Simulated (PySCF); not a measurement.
## Multinuclear NMR of C5H10O2Si

Structure with atom numbers: `[CH3:1][Si@@H:2]([CH:3]=[O:4])[O:5][CH:6]1[CH2:7][CH2:8]1`. Each H is labelled by its parent atom. Ha(C7), Ha(C8) are cis to O5 on the ring; Hb(C7), Hb(C8) are trans to O5 on the ring.

One conformer, isolated molecule, averaged over atoms made equivalent by symmetry, fast rotation or ring inversion, no relativistic terms. Geometry from GFN2-xTB; NMR shieldings at PBE0/pcSseg-1/GIAO; PySCF 2.14.

(1) Predict the 29Si NMR data.

(2) Where does 17O resonate?

## Answers

(1) 
```json
{"atoms": "Si2", "environment": "silicon bonded to 2 C, O, H", "σ (ppm)": "382.2", "δ (ppm)": "-34.2"}
```

Shieldings were converted by a linear fit to measured shifts: 29Si: δ = 279.94 − 0.822σ (rms 8.9 ppm, 72 shifts, 25.8 ppm with the 6 outliers that the fit left out vs TMS, solution or neat liquid). A few per cent of atoms miss by over 2 rms, more outside the fitted compound classes.

On a 400 MHz spectrometer 29Si resonates near 79.5 MHz, so 1 ppm is 79.5 Hz.

(2) 
| atoms | environment | σ (ppm) | δ (ppm) |
| --- | --- | --- | --- |
| O4 | carbonyl oxygen | -580.6 | 795.6 |
| O5 | oxygen bonded to C, Si | 294.4 | -1.4 |

Shieldings were converted by a linear fit to measured shifts: 17O: δ = 266.70 − 0.911σ (rms 10.7 ppm, 155 shifts, 12.2 ppm with the 3 outliers that the fit left out vs liquid water, solution or neat liquid). A few per cent of atoms miss by over 2 rms, more outside the fitted compound classes.

On a 500 MHz spectrometer 17O resonates near 67.8 MHz, so 1 ppm is 67.8 Hz.
